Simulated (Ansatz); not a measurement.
Computed with Ansatz on PBE0-D4/def2-TZVP structures; ΔE is electronic, products minus reactants. CCSD(T)/CBS adds triple-zeta CCSD(T) − MP2 to the extrapolated MP2 energy (def2 sets, frozen cores). This one scheme is used for every species. Functionals use def2-TZVPP. B3LYP here is the variant with VWN-RPA as its local correlation; programs differ in this. For Ge outer-core shells are correlated without core-valence functions, which leaves a few kJ/mol of doubt a bond. Scalar relativity is left out up to krypton.

Reaction (hydrogenolysis of a Ge–Si bond): `[SiH3][GeH2][Cl]` + H₂ → `[Cl][GeH3]` + SiH₄

```json
{"level": "r2SCAN", "ΔE (eV)": "0.01"}
{"level": "B3LYP", "ΔE (eV)": "-0.12"}
```

(1) What does CCSD(T)/CBS give? (An estimate is asked.)

Largest T1 diagnostic among the species: 0.011.

Results:

(1) Computed: -0.01 eV. The listed levels differ from it by 0.02, -0.11 eV.

From BLYP to BHLYP (50 % exact exchange), in def2-TZVPP and without D4, ΔE moves by −0.10 eV. The D4 term adds +0.10 eV with B3LYP and +0.05 eV with PBE0; it sums over pairs of atoms, weighted by their polarisabilities, and B3LYP, whose exchange is more repulsive, gets the larger term.
